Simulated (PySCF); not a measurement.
# Ionisation energy along the 6-electron series

Calculated with PySCF 2.14 and a two-component X2C-1e Hamiltonian (Gaussian nucleus, no Breit or QED terms), each ion in its own even-tempered basis scaled to its charge; GMP2 freezes nothing and drops the highest virtual spinors. Values in eV. NIST values: (m) measured, (s) semi-empirical, (t) theoretical.

```csv
ion,configuration,GHF (spin-free),GMP2 (spin-free),GHF (screened spin-orbit),GMP2 (screened spin-orbit),NIST
Al⁷⁺,[He] 2s2 2p2,284.73,285.18,284.53,284.97,284.64 ± 0.07 (s)
Si⁸⁺,[He] 2s2 2p2,351.33,351.74,351.05,351.46,351.28 ± 0.06 (s)
P⁹⁺,[He] 2s2 2p2,424.77,425.15,424.40,424.77,424.4 ± 0.09 (s)
```

Between Z = 13 and Z = 15 the GMP2 (screened spin-orbit) value grows as Z to the power 2.79.
